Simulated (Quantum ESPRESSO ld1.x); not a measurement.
Task: These are the eigenvalues of the occupied orbitals of an atom or ion with whole-number occupations (eV). All-electron calculation, Dirac Kohn-Sham, PBEsol, spin-unpolarised, spherical densities, point nucleus. Program: ld1.x of Quantum ESPRESSO 7.5.

| orbital | eigenvalue |
|---|---|
| 1s1/2 | -11780.100 |
| 2s1/2 | -1558.586 |
| 2p1/2 | -1400.742 |
| 2p3/2 | -1364.216 |
| 3s1/2 | -259.736 |
| 3p1/2 | -206.506 |
| 3p3/2 | -201.334 |
| 3d3/2 | -109.891 |
| 3d5/2 | -109.100 |
| 4s1/2 | -65.105 |
| 4f5/2 | -19.154 |
| 4f7/2 | -19.152 |

Which element is it, and in what charge state? The configuration may be excited. Open shells, if any, are shared by 2j + 1.

Result: Z = 33, arsenic, charge +4: As4+ in [Ar] 3d9 4s1 4f1. The list shows which subshells hold electrons but not how many an open one holds; the 1s level, -432.91 hartree, gives Z - s = 29.4 by -(Z - s)^2/2, which with screening and relativity narrows Z to a few neighbours, and the depths of the outer levels then fix element, charge and occupations together.
